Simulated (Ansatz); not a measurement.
Consider the redistribution: `SC[SiH2]I` + `CCO[SiH3]` → `C[SiH2]CS` + `[SiH3]OCI`.

Calculated with Ansatz (gas phase, PBE0-D4/def2-TZVP geometries, no zero-point term in ΔE). CCSD(T)/CBS adds triple-zeta CCSD(T) − MP2 to the extrapolated MP2 energy (def2 sets, frozen cores). DFT in def2-TZVPP. def2 core potentials past Kr. For I outer-core shells are correlated without core-valence functions, which leaves a few kJ/mol of doubt a bond. Each species was taken in one conformer, which may not be the lowest.

```tsv
species	PBE0 energy (Eh)
`SC[SiH2]I`	-1026.28847
`CCO[SiH3]`	-445.53269
`C[SiH2]CS`	-768.40948
`[SiH3]OCI`	-703.37484
```

(1) Work out ΔE.

Largest T1 diagnostic among the species: 0.011.

## Answers

(1) ΔE = (-768.40948) + (-703.37484) − (-1026.28847) − (-445.53269) = 0.03684 Eh = +96.7 kJ/mol. CCSD(T)/CBS gives +96.8 kJ/mol.

From PBE to PBE0 (25 % exact exchange), in def2-TZVPP and without D4, ΔE moves by +9.8 kJ/mol. In def2-TZVPP, CCSD(T) changes the Hartree–Fock value by −18.1 kJ/mol (the triples alone add −4.0 kJ/mol) and MP2 by −13.5 kJ/mol.
